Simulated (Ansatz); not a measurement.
One change: `BC(C)Br` becomes `BCBr`.

Ansatz, PBE0-D4/def2-TZVP geometries, multiplicity 1. 

Scalar relativity is left out up to krypton.

```csv
property,`BC(C)Br`
size of the dipole moment (PBE/def2-TZVPP) / D,1.96
HOMO energy (B3LYP/def2-TZVPP) / eV,-8.11
HOMO energy (PBE0/def2-TZVPP) / eV,-8.37
HOMO–LUMO gap (ωB97M-V/def2-TZVPP) / eV,11.69
HOMO energy (PBE/def2-TZVPP) / eV,-7.08
HOMO–LUMO gap (PBE0/def2-TZVPP) / eV,7.47
```

Task: What does the change do to each property? (Estimate.)

Result: Ansatz gave: 
| property | `BCBr` | shift |
| --- | --- | --- |
| size of the dipole moment (PBE/def2-TZVPP) / D | 1.55 | -0.41 |
| HOMO energy (B3LYP/def2-TZVPP) / eV | -8.27 | -0.16 |
| HOMO energy (PBE0/def2-TZVPP) / eV | -8.54 | -0.17 |
| HOMO–LUMO gap (ωB97M-V/def2-TZVPP) / eV | 11.69 | 0.00 |
| HOMO energy (PBE/def2-TZVPP) / eV | -7.25 | -0.17 |
| HOMO–LUMO gap (PBE0/def2-TZVPP) / eV | 7.52 | 0.05 |

With PBE0 the HOMO falls by 0.17 eV and the LUMO falls by 0.12 eV, so the gap widens by about 0.05 eV. PBE moves the HOMO by -0.17 eV and ωB97M-V by -0.16 eV. Dipoles are sizes alone; their direction can turn.

B3LYP here is the variant with VWN-RPA as its local correlation; programs differ in this.

Spin–orbit coupling is left out; it splits and shifts lone-pair levels of the heavy atoms by tenths of an eV.
